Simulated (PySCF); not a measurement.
From computed data to an observable: chemical shift, span and skew from a shielding tensor

Al(H)(Br)(Me) (CH₄AlBr), SMILES [CH3][AlH][Br]. Atoms are numbered in the order given.

```xyz
7

Al    -0.4622    -1.1476    -0.0617
H     -1.6418    -1.6808    -0.9644
Br     0.0522     1.0600    -0.2812
C      0.5726    -2.2092     1.2021
H      0.5087    -1.7809     2.2174
H      1.6422    -2.2059     0.9287
H      0.2348    -3.2571     1.2493
```
Charge 0, spin multiplicity 1.

The structure is a stationary point at B3LYP-D3(BJ)/def2-SVP. A frequency run showed that this geometry is not a minimum.

GIAO shieldings from PySCF with HF/pcSseg-1, non-relativistic, no solvent. The symmetric part of the tensor of C4 has the principal values 190.5, 196.6, 202.1 ppm. The same nucleus in TMS has σ = 192.6 ppm at this level (PySCF, at its B3LYP-D3(BJ)/def2-TZVP geometry). Without spin–orbit terms, shifts of atoms bonded to Cl or Br come out too high.

### Question
Work out the isotropic shielding, the ¹³C shift against TMS, the span and the skew.

### Answer

σ(iso) = (σ11 + σ22 + σ33)/3 = 196.4 ppm. δ = σ(ref) − σ(iso) = 192.6 − (196.4) = -3.8 ppm.
Span Ω = σ33 − σ11 = 11.6 ppm. Skew κ = 3(σ(iso) − σ22)/Ω = -0.05. Tumbling in solution averages the tensor to δ; in a static solid the shielding alone would spread this spin-1/2 line over Ω.
